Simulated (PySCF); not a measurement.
# Reading the logs of faulty runs: GeH2NO2 anion

These are calculations, not measurements. They come from PySCF 2.14.0, an open-source quantum chemistry program, on an isolated molecule that a program drew, which may never have been made. The molecule is GeH2NO2 anion (charge -1, singlet), drawn as the SMILES string `[NH2][Ge](=[O])[O-]`.

Each row is a Hartree-Fock (HF) and frozen-core CCSD(T) single point in the aug-cc-pVDZ basis, meant for a local HF minimum. Run 1 is clean. Each other run has one planted mistake out of seven kinds, and not every kind appears here: one electron removed, one electron added, multiplicity raised by two, geometry at a saddle point, minimal basis STO-3G, one bond length entered in bohr, all coordinates scaled. The reference is restricted for singlets and unrestricted otherwise, and also for a bond in bohr. Adding or removing an electron swaps singlet and doublet. Electrons count all cores. HOMO and LUMO are orbital energies over both spins, the gradient is its largest component, and the lowest frequency (negative if imaginary) is given only where the gradient is small. Bond lengths are over the 5 bonds as drawn. T1 is the CCSD diagnostic: over 0.02 (restricted) or 0.045 (unrestricted) a single reference is doubtful. Germanium has the aug-cc-pVDZ-PP basis, with a core potential (ECP10MDF) in place of its 10 inner electrons, and its 3s, 3p and 3d shells are frozen in CCSD(T).

Geometry of the clean run:
```xyz
6
GeH2NO2 anion, angstrom
N    -1.2030    1.3535   -0.1529
Ge   -2.8780    0.6207   -0.3794
O    -3.9971    1.7513   -0.8387
O    -2.8893   -1.0099   -0.0924
H    -0.5574    0.8433    0.4148
H    -1.1558    2.3384    0.0115
```

| run | electrons | basis functions | <S^2> | HOMO (eV) | LUMO (eV) | gradient (hartree/bohr) | lowest frequency (cm^-1) | mean bond (Å) | longest bond (Å) | T1 | HF (hartree) | CCSD(T) (hartree) | mistake |
|---|---|---|---|---|---|---|---|---|---|---|---|---|---|
| 1 | 58 | 119 | 0.000 | -5.80 | 3.81 | 3.2e-05 | 242 | 1.4306 | 1.842 | 0.0226 | -498.77447 | -499.51061 | no fault |
| 2 | 58 | 119 | 0.000 | -5.77 | 3.79 | 9.3e-06 | -273 | 1.4266 | 1.828 | 0.0224 | -498.77400 | -499.50924 | geometry at a saddle point |
| 3 | 57 | 119 | 0.759 | -11.56 | -0.33 | 1.1e-01 | - | 1.4306 | 1.842 | 0.0368 | -498.67744 | -499.35355 | one electron removed |
| 4 | 58 | 119 | 2.016 | -0.46 | 2.01 | 8.2e-02 | - | 1.4306 | 1.842 | 0.0631 | -498.62699 | -499.34454 | multiplicity raised by two |
| 5 | 58 | 119 | 0.000 | -5.71 | 3.87 | 1.7e-01 | - | 1.3176 | 1.697 | 0.0190 | -498.70984 | -499.41337 | ? |

**Which mistake was planted in run 5, and what did it cost?**

The mean and the longest bond both change by the same factor, 0.921, and the gradient is no longer small. So the mistake is: all coordinates scaled. Subtracting run 1 and multiplying by 627.51 kcal/mol a hartree, the energy moved by 40.6 kcal/mol in HF and 61.0 kcal/mol in CCSD(T).

Cautions from the logs. Run 1: T1 is over the limit, so its CCSD(T) energy is less reliable; run 2: T1 is over the limit, so its CCSD(T) energy is less reliable; run 4: T1 is over the limit, so its CCSD(T) energy is less reliable.
